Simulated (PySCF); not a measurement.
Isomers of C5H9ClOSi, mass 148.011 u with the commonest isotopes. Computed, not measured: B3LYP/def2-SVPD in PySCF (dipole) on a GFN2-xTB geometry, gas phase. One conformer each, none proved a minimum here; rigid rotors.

Task: Order these by rotational constant C, smallest first.
A. `[CH3:1][CH2:2]/[C:3](=[CH:4]/[SiH3:5])[C:6](=[O:7])[Cl:8]` with C1–C2–C3–C4 -98°, C2–C3–C6–O7 -177°
B. `[CH2:1]=[CH:2][CH2:3][C:4](=[O:5])[SiH2:6][CH2:7][Cl:8]` with C1–C2–C3–C4 105°, C2–C3–C4–O5 95°, C3–C4–Si6–C7 171°, C4–Si6–C7–Cl8 178°
C. `[O:1]=[CH:2][C@@H:3]1[CH2:4][SiH2:5][C@H:6]([Cl:7])[CH2:8]1` with O1–C2–C3–C4 -1°, C2–C3–C4–Si5 -77°, C3–C4–Si5–C6 -19°, C4–Si5–C6–Cl7 109°, Si5–C6–C8–C3 34°
D. `[O:1]=[C:2]([Cl:3])[C@H:4]1[CH2:5][C@H:6]([SiH3:7])[CH2:8]1` with O1–C2–C4–C5 0°, C2–C4–C5–C6 127°, C4–C5–C6–Si7 106°, C5–C6–C8–C4 11°, C2–C4–C8–C6 -130°

Result: B (531.3 MHz), D (593.5 MHz), A (723.0 MHz), C (1193 MHz).

Task: Order these by rotational constant A, smallest first.
A. `[CH3:1][CH2:2]/[C:3](=[CH:4]/[SiH3:5])[C:6](=[O:7])[Cl:8]` with C1–C2–C3–C4 -98°, C2–C3–C6–O7 -177°
B. `[O:1]=[CH:2][C@@H:3]1[CH2:4][SiH2:5][C@H:6]([Cl:7])[CH2:8]1` with O1–C2–C3–C4 -1°, C2–C3–C4–Si5 -77°, C3–C4–Si5–C6 -19°, C4–Si5–C6–Cl7 109°, Si5–C6–C8–C3 34°
C. `[O:1]=[C:2]([Cl:3])[C@H:4]1[CH2:5][C@H:6]([SiH3:7])[CH2:8]1` with O1–C2–C4–C5 0°, C2–C4–C5–C6 127°, C4–C5–C6–Si7 106°, C5–C6–C8–C4 11°, C2–C4–C8–C6 -130°
D. `[CH2:1]=[CH:2][CH2:3][C:4](=[O:5])[SiH2:6][CH2:7][Cl:8]` with C1–C2–C3–C4 105°, C2–C3–C4–O5 95°, C3–C4–Si6–C7 171°, C4–Si6–C7–Cl8 178°

Result: B (1765 MHz), A (1979 MHz), D (2802 MHz), C (3521 MHz).

Task: Order these by out-of-plane moment Σ m c² = (Ia + Ib − Ic)/2, largest first.
A. `[O:1]=[C:2]([Cl:3])[C@H:4]1[CH2:5][C@H:6]([SiH3:7])[CH2:8]1` with O1–C2–C4–C5 0°, C2–C4–C5–C6 127°, C4–C5–C6–Si7 106°, C5–C6–C8–C4 11°, C2–C4–C8–C6 -130°
B. `[CH2:1]=[CH:2][CH2:3][C:4](=[O:5])[SiH2:6][CH2:7][Cl:8]` with C1–C2–C3–C4 105°, C2–C3–C4–O5 95°, C3–C4–Si6–C7 171°, C4–Si6–C7–Cl8 178°
C. `[CH3:1][CH2:2]/[C:3](=[CH:4]/[SiH3:5])[C:6](=[O:7])[Cl:8]` with C1–C2–C3–C4 -98°, C2–C3–C6–O7 -177°
D. `[O:1]=[CH:2][C@@H:3]1[CH2:4][SiH2:5][C@H:6]([Cl:7])[CH2:8]1` with O1–C2–C3–C4 -1°, C2–C3–C4–Si5 -77°, C3–C4–Si5–C6 -19°, C4–Si5–C6–Cl7 109°, Si5–C6–C8–C3 34°

Result: D (103.46 u·Å²), B (34.65 u·Å²), A (29.10 u·Å²), C (23.92 u·Å²).

```csv
SMILES,point group,Ia (u·Å²),Ib (u·Å²),Ic (u·Å²),κ,μa (D),μb (D),μc (D)
O=C[C@@H]1C[SiH2][C@H](Cl)C1,C1,286.38,344.14,423.60,-0.04,1.40,1.60,3.18
CC/C(=C/[SiH3])C(=O)Cl,C1,255.37,491.48,699.01,-0.51,0.90,2.70,0.54
C=CCC(=O)[SiH2]CCl,C1,180.36,840.07,951.13,-0.94,2.19,1.17,0.66
O=C(Cl)[C@H]1C[C@H]([SiH3])C1,C1,143.53,766.20,851.54,-0.95,2.67,0.73,0.18
```
